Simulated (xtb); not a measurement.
xtb input (GFN2-xTB):

```bash
xtb mol.xyz --gfn 2 --ohess tight --chrg -1 --uhf 0
```
mol.xyz:
```
17

C      2.60939503    -0.08983599    -0.53155656
C      1.05472357     0.18174653    -0.59047088
C      0.28296142    -0.31959872     0.60920573
C     -1.15990713    -0.03618920     0.52159475
C     -1.70237275     0.89476270     1.38910508
C     -1.98028496    -0.79196015    -0.49136199
H      2.98960107     0.38353350     0.41024666
H      3.07902877     0.29364325    -1.37326668
H      2.72131921    -1.21700614    -0.46434101
H      0.71833216    -0.25357808    -1.50873475
H      0.95178521     1.27039118    -0.65413516
H      0.71923193     0.03430117     1.47896199
H     -2.79292498     1.14046760     1.35679185
H     -1.15367915     1.38675486     2.13480699
H     -3.07769668    -0.54312934    -0.42963656
H     -1.89240170    -1.82493134    -0.31624437
H     -1.62401873    -0.51359632    -1.47885347
```

End of the output:

```
   ------------------------------------------------------------------------
    298.15    0.922111E-02    0.155106E+00    0.410777E-01    0.114028E+00
   ------------------------------------------------------------------------

         :::::::::::::::::::::::::::::::::::::::::::::::::::::
         ::                  THERMODYNAMIC                  ::
         :::::::::::::::::::::::::::::::::::::::::::::::::::::
         :: total free energy         -18.440026743219 Eh   ::
         ::.................................................::
         :: total energy              -18.554055205250 Eh   ::
         :: zero point energy           0.145885101525 Eh   ::
         :: G(RRHO) w/o ZPVE           -0.031856639493 Eh   ::
         :: G(RRHO) contrib.            0.114028462031 Eh   ::
         :::::::::::::::::::::::::::::::::::::::::::::::::::::

optimized geometry written to: xtbopt.xyz

           -------------------------------------------------
          | TOTAL ENERGY              -18.554055205250 Eh   |
          | TOTAL ENTHALPY            -18.398948996407 Eh   |
          | TOTAL FREE ENERGY         -18.440026743219 Eh   |
          | GRADIENT NORM               0.000167795111 Eh/α |
          | HOMO-LUMO GAP               3.702168878718 eV   |
           -------------------------------------------------

------------------------------------------------------------------------
------------------------------------------------------------------------
 total:
 SCF:
 ANC optimizer:
 analytical hessian:
```

It need not be the lowest isomer of its formula. Whether it binds its extra electron was not tested at this geometry.
